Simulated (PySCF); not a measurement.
All values below come from B3LYP-D3(BJ)/def2-TZVP (PySCF). Isolated molecules, 0 K electronic values unless said otherwise. One relaxed conformer stands for a flexible species; it need not be the lowest. B3LYP has the VWN-RPA correlation part, as in Gaussian. Excitations are Tamm–Dancoff values on a coarser integration grid. The basis has no diffuse functions, so Rydberg states are missing or too high.

Reference species (SMILES): `OC1BB1` (neutral, multiplicity 1).

* **S1 oscillator strength**: 0.005
* **T1 excitation (TDA)**: 3.42 eV

Changed species: `B=BOC`.

Predict the effect on the S1 oscillator strength and T1 excitation (TDA).

the S1 oscillator strength is nearly the same; the T1 excitation (TDA) rises by 0.32 eV, to 3.74 eV.
